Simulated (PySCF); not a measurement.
Distorted geometries of Tb2S3

Tb2S3 (singlet in the valence; each metal's 4f electrons, 8 of them, lie in its core potential, out of spins and levels). PySCF 2.14.0, RKS r2SCAN, Tb lcecp-1-SVP with ECP54, S def2-SVP; non-relativistic Hamiltonian with scalar-relativistic core potentials where named; density fitting; no spin-orbit coupling. Relaxed geometry:

```xyz
5

Tb    0.2454   -0.5707    2.3386
Tb    0.2454   -0.5707   -2.3386
S     0.6735   -1.5666    0.0000
S    -0.6752    1.5705    2.5339
S    -0.6752    1.5705   -2.5339
```

Problem. Order these distorted geometries by energy above the relaxed one, lowest first.
A.
```xyz
5

Tb    0.1686   -0.5398    2.3380
Tb    0.3671   -0.5617   -2.4922
S     0.5646   -1.4864   -0.0290
S    -0.5436    1.4544    2.7206
S    -0.7427    1.5664   -2.5375
```
B.
```xyz
5

Tb    0.2770   -0.6602    2.3497
Tb    0.3610   -0.5380   -2.4142
S     0.5327   -1.5526    0.0503
S    -0.7447    1.5710    2.5561
S    -0.6122    1.6128   -2.5419
```
C.
```xyz
5

Tb    0.2375   -0.5857    2.3488
Tb    0.1680   -0.6770   -2.2854
S     0.7179   -1.4767    0.0223
S    -0.5976    1.5817    2.5125
S    -0.7119    1.5906   -2.5981
```

Solution. C (0.15 eV), B (0.22 eV), A (0.54 eV).

Problem. Which forces (eV/Å) act in the one that lies 0.15 eV up?

Solution. 
```
Tb  -0.03  0.06  0.43
Tb  -0.77  1.84 -0.85
S    0.23 -0.42  0.19
S   -0.06  0.13  0.02
S    0.62 -1.61  0.21
```
Forces carry noise of the integration grid, about 0.01 to 0.03 eV/Å.

No frequency check is given that shows the relaxed geometry to be a minimum. An lcecp potential fixes the number of 4f electrons, so in runs with it no electron can move into or out of that shell.
